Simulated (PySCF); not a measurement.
HGa (SMILES [GaH]), singlet, geometry from GFN2-xTB (such geometries of metal compounds can be far from the true shape). Base run: HF/6-311G** run with PySCF.

Here is a job for PySCF.
```python
from pyscf import gto, scf

mol = gto.M(
    atom='''
Ga   -0.00000000   -0.00000000   -0.05952365
H     0.00000000    0.00000000    1.84523317
''',
    basis='6-311g**',
    verbose=4,
)

mf = scf.RHF(mol)
mf.kernel()
mf.analyze()
```

The base run was repeated with changes; each row names its change, and settings that it needs were set with it.

```tsv
change	E (Eh)	HOMO (eV)	HOMO-LUMO gap (eV)	dipole (D)	core-seconds (rough)
base	-1923.74856	-8.13	8.68	1.25	0.3
functional = pbe; dispersion = d3zero	-1925.07961	-5.03	2.43	1.35	1
functional = blyp	-1925.45339	-4.94	2.38	1.47	1.0
functional = mn12l	-1924.75243	-5.26	2.53	1.50	1
functional = pbe0; dispersion = d4	-1925.11390	-5.99	4.14	1.33	1
functional = camb3lyp	-1925.48929	-7.23	6.25	1.43	2
functional = m062x	-1925.36668	-6.88	5.73	1.16	1
functional = revpbe	-1925.23791	-5.00	2.47	1.35	1.0
functional = o3lyp	-1925.77863	-5.38	3.24	1.34	1
functional = scan	-1925.52862	-5.28	2.84	1.36	1
functional = b97m_v	-1925.00017	-5.22	2.70	1.60	20
functional = b97-1	-1925.27065	-5.78	3.87	1.39	0.9
functional = wb97m_v	-1925.26255	-8.01	7.75	1.42	20
```

Total energies compare only within one method and basis.
